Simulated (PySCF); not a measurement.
silanone cation (H2OSi), SMILES O=[SiH2] (connectivity only; charge and spin as stated), charge +1, multiplicity 2.

Coordinates come from a r2SCAN-D4/def2-TZVP optimisation. The spin state was assumed, not searched.

Two levels are set side by side: PBE/def2-TZVPD (PySCF) and CAM-B3LYP/def2-TZVPD (PySCF). Same geometry, gas phase. Differences are taken from unrounded values.

| quantity | CAM-B3LYP | PBE | PBE minus CAM-B3LYP |
|---|---|---|---|
| α-spin orbital gap (eV) | 10.94 | 5.93 | -5.01 |
| β-spin orbital gap (eV) | 7.88 | 1.64 | -6.24 |
| mean polarisability (bohr³) | 22.9 | 25.1 | 2.3 |

PBE's more diffuse valence density responds more strongly to a field. Differences between two approximate levels are no errors against the true value.

Rough cost on one machine, each run with all the roots and properties that it gave: CAM-B3LYP against PBE within a factor of 2.
